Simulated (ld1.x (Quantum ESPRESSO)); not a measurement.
## Which change was made? (F, TM)

* Element: fluorine (F)
* Generator: ld1.x (Quantum ESPRESSO) 7.5
* Type: norm-conserving Troullier–Martins (Kleinman–Bylander form)
* Functional: LDA (PZ)
* Relativity: scalar-relativistic
* Frozen core: [He]
* Valence charge: 7
* Reference configuration: 2s1 2p6
* Partial waves: 2s (bound): rc 0.50 bohr; 2p (bound): rc 1.80 bohr; 3d channel at 0.05 Ry: rc 1.85 bohr
* Local potential: the d channel
* Core correction: none

Cutoffs, loose and tight: the cutoffs (Ry, on a coarse ladder) from which the occupation-weighted sum of valence levels, in a spherical-Bessel basis at the reference potential, stays within 10 and 1 mRy of its value at 400 Ry. They do not see the model core or the augmentation charge, which bear on the density cutoff. Test errors are all-electron minus pseudo excitation energies from the reference, over the configurations 2s2 2p5; 2s2 2p4; 2s2 2p3; 2s2 2p1; 2s2 2p2; 2s1 2p5; 2s2 2p5.3 (two spin-polarised tests are not counted in the largest error); variants that change the core or the reference have their own tests. The largest error is taken over the tests solved by every variant that gives reliable tests at all, those not shown here included: 2s1 2p5; 2s2 2p2; 2s2 2p3; 2s2 2p4; 2s2 2p5; 2s2 2p5.3.

The base gives: outcome: generated; cutoff, loose: 260 Ry; cutoff, tight: over 300 Ry; bound ghosts: s; largest test error (meV): +3180.

**Question.** After one change the result is: outcome: generated; cutoff, loose: 260 Ry; cutoff, tight: over 300 Ry; bound ghosts: s; largest test error (meV): +1364. Which change was it?
A. wave 2p (bound): rc 1.80 bohr becomes 2p (bound): rc 1.18 bohr
B. wave 2p (bound): rc 1.80 bohr becomes 2p (bound): rc 2.42 bohr
C. wave 2p (bound): rc 1.80 bohr becomes 2p (bound): rc 1.40 bohr
D. wave 2p (bound): rc 1.80 bohr becomes 2p (bound): rc 1.96 bohr

**Answer.** C. The others give: wave 2p (bound): rc 1.80 bohr becomes 2p (bound): rc 2.42 bohr → outcome: generated; bound ghosts: s; largest test error (meV): +7732 | wave 2p (bound): rc 1.80 bohr becomes 2p (bound): rc 1.18 bohr → outcome: generated; bound ghosts: s; largest test error (meV): +826 | wave 2p (bound): rc 1.80 bohr becomes 2p (bound): rc 1.96 bohr → outcome: generated; bound ghosts: s; largest test error (meV): +4366.
